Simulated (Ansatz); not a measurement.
CH5S (SMILES C[SH2+]), charge +1, singlet, geometry from GFN2-xTB; CAM-B3LYP/aug-cc-pVDZ (Ansatz, a first-principles code).

The Ansatz input:
Ansatz 0.2 input:
```yaml
crystal:
  periodic: [false, false, false]
  atoms:
    - {symbol: C, position_ang: [-0.03747748, 1.18530286, -0.11525700]}
    - {symbol: S, position_ang: [-0.02095352, -0.61772925, 0.15157957]}
    - {symbol: H, position_ang: [1.25160297, -0.85395482, -0.24996242]}
    - {symbol: H, position_ang: [-1.06827047, 1.52354437, -0.03438541]}
    - {symbol: H, position_ang: [0.54627907, 1.64404919, 0.67989192]}
    - {symbol: H, position_ang: [0.37245221, 1.44603148, -1.08584758]}
    - {symbol: H, position_ang: [-0.54194256, -0.98781933, -1.04342765]}
basis:
  gaussian:
    orbitals: aug-cc-pVDZ
    point_charges:
      - {charge: 1.0, position_ang: [-2.1364, 4.6334, 0.5856]}
hamiltonian:
  xc: cam_b3lyp
total_charge: 1
```

Task: Predict the main parts of the log of this Ansatz run.

Result: 
```
Functional definition: CAM-B3LYP
916 factors; their error is unknown
442 factors; integrals over basis functions are off by at most 1.4e-5 eV
mean field evaluation 1: about -11935.2559 eV, gradient 5.6e1 eV
mean field evaluation 2: about -11936.1855 eV, gradient 4.9e1 eV
mean field evaluation 4: about -11942.5779 eV, gradient 9.1e-1 eV
mean field evaluation 8: about -11942.6393 eV, gradient 1.5e-1 eV
mean field -11942.63939501 eV, -438.8839027550 hartree, gradient 2.3e-5 eV, S^2 0.000000; 0 other end points of the search recorded, 0 dependent functions left out
reference -11942.63951382 eV, -438.8839071209 hartree; 13, 13 occupied and 82, 82 virtual orbitals, 916 factors
Total energy: -11942.63951382 eV, -438.8839071209 hartree
```
